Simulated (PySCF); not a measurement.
Species: CdMe(SeMe), C2H6CdSe (singlet state).
Geometry (PBE0-D3(BJ)/def2-SVP, Å), atoms numbered from 1 in this order:
```
atom  x, y, z in Å
Cd1    0.2826   -0.7306    0.5682
C2     0.1377   -0.4756    2.6607
H3    -0.8999   -0.2552    2.9520
H4     0.7834    0.3513    2.9913
H5     0.4576   -1.3962    3.1726
Se6    0.4641   -1.0749   -1.8706
C7    -0.2128    0.6575   -2.5065
H8    -1.2308    0.8539   -2.1466
H9    -0.2367    0.5905   -3.6028
H10    0.4547    1.4793   -2.2181
```

Computed with TDDFT B3LYP/def2-SVPD, vertical, gas phase, core orbitals frozen in the response, def2 core potentials past Kr (PySCF). Spin–orbit coupling is left out.

Transition dipole moments from the ground state, in atomic units and in the frame of the coordinates above (overall signs are arbitrary), for the states with f of 0.002 or more among the lowest 10:

| state | E (hartree) | μx | μy | μz |
| --- | --- | --- | --- | --- |
| S2 | 0.1531 | -0.425 | -0.171 | -0.008 |
| S3 | 0.1723 | -0.030 | 0.082 | -0.165 |
| S4 | 0.1806 | 0.042 | -0.111 | 0.178 |
| S7 | 0.2129 | 0.128 | -0.237 | -2.173 |
| S8 | 0.2172 | 0.335 | 0.130 | -0.018 |
| S9 | 0.2370 | 0.326 | 0.111 | 0.002 |
| S10 | 0.2403 | 0.060 | -0.135 | -0.023 |

Question: What oscillator strength does each state have?

Answer: f = (2/3) ΔE |μ|² with ΔE in hartree (27.2114 eV).

| state | \|μ\|² (au) | \|μ\| (D) | f |
| --- | --- | --- | --- |
| S2 | 0.210 | 1.17 | 0.021 |
| S3 | 0.035 | 0.47 | 0.004 |
| S4 | 0.046 | 0.55 | 0.006 |
| S7 | 4.796 | 5.57 | 0.681 |
| S8 | 0.129 | 0.91 | 0.019 |
| S9 | 0.119 | 0.88 | 0.019 |
| S10 | 0.022 | 0.38 | 0.004 |

Question: What angle do the transition dipoles of S7 and S9 make?

Answer: |cos θ| = |μa·μb| / (|μa| |μb|) = 0.01, so θ ≈ 89° (taken between 0 and 90°, since the signs are arbitrary).

Question: How is the summed strength of these states shared among x, y and z?

Answer: (2/3) Σ ΔE μα² gives 0.055 for x, 0.020 for y and 0.677 for z, 0.753 in all.

Question: What peak molar absorption coefficient would the strongest computed level give as a lone Gaussian band 0.5 eV wide at half height?

Answer: ε(max) = 2.175×10⁸ f / FWHM, with the width in cm⁻¹. S7: 2.175×10⁸ × 0.6806 / 4033 ≈ 37000 L mol⁻¹ cm⁻¹.

All these states lie below the vertical ionisation energy of 8.18 eV (ΔSCF).
